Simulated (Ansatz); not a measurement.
Ideal-gas functions of Cl₃FH₂MoO₂, SMILES `[OH][Mo]([OH])([F])([Cl])([Cl])[Cl]` at 298.15 K and 1 bar, from an Ansatz frequency run at PBE0-D4/def2-TZVP.

Molar mass 255.31 g/mol, point group C1 (symmetry number 1), electronic degeneracy 1, moments of inertia 444.538, 491.844, 508.771 u Å². Harmonic wavenumbers (cm⁻¹, unscaled): 88, 97, 102, 176, 189, 202, 240, 262, 325, 338, 370, 402, 485, 489, 608, 653, 686, 745, 784, 3813, 3819.

Use S(trans) = R[1.5 ln M + 2.5 ln T − 1.1517]; rotational temperatures θ = 24.2544 K / I; S(rot) = R[ln(√π/σ · √(T³/θAθBθC)) + 1.5]; for each mode x = 1.438777 ν̃/T, S = R[x/(eˣ − 1) − ln(1 − e⁻ˣ)] and H = RT x/(eˣ − 1); 1 cm⁻¹ = 0.0119627 kJ/mol; R = 8.31446 J/(mol·K).

**Question.** By hand: the entropy, in J/(mol·K).

**Answer.** Translation 178.0. Rotation: θ = 0.0546, 0.0493, 0.0477 K, giving 125.5. Vibration, mode by mode: 15.50, 14.70, 14.29, 9.92, 9.36, 8.85, 7.54, 6.90, 5.38, 5.11, 4.52, 4.00, 2.92, 2.87, 1.82, 1.54, 1.35, 1.08, 0.92, 0.00, 0.00, in all 118.6. Electronic 0.0. Sum 422.1 J/(mol·K).

**Question.** By hand: H − E and G − E in kJ/mol, counted from the electronic energy.

**Answer.** Zero-point energy ½ × 14873 × 0.0119627 = 89.0; thermal vibration 19.4; translation, rotation and pV give 4 RT = 9.9. H − E = 118.3 kJ/mol, and G − E = 118.3 − 298.15 × 422.1/1000 = -7.5 kJ/mol.

Vibration gives 28 % of the entropy, 44.5 J/(mol·K) of it from the modes under 150 cm⁻¹: soft modes count most, and the harmonic formula is weakest for them. The sum counts one conformer and one mirror image; others add a mixing term.
